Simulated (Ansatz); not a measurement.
WSF4, relaxed as a singlet with RKS r2SCAN-D4/def2-SVP in Ansatz, starting from the GFN2-xTB geometry. Force threshold 0.02 eV/Å.

In the def2 sets W takes a core potential; there is no spin–orbit coupling. The relaxation made no stability test and no search for a lower SCF solution.

Start:

```
atom   x (Å)   y (Å)   z (Å)
  W1  -0.022   0.023   0.052
  S2  -0.780   0.786   1.941
  F3  -0.753   0.955  -1.356
  F4  -1.106  -1.329  -0.566
  F5   1.153  -1.360   0.359
  F6   1.508   0.925  -0.430
```

Estimate the energy that the relaxation releases and the steps that it takes.

0.24 eV, in 4 steps; 5.5 s on 4 threads of Arm Neoverse V2 on a shared host. No frequencies were taken in this run, so the end may be a saddle point.

Does the start keep its bonding and symmetry?

By distances, no bond broke or formed. The bond that changes most is W1–S2, from 2.17 to 2.11 Å (atoms count from 1). Point group C4v at the start, C4v at the end, both within 0.05 Å.

Predict the relaxed structure.


```tsv
atom	x (Å)	y (Å)	z (Å)
W1	0.008	-0.008	-0.020
S2	-0.730	0.736	1.810
F3	-0.811	1.021	-1.336
F4	-1.177	-1.353	-0.519
F5	1.171	-1.385	0.441
F6	1.538	0.989	-0.376
```
Bond lengths: 4 × F–W 1.86 Å; 1 × S–W 2.11 Å.
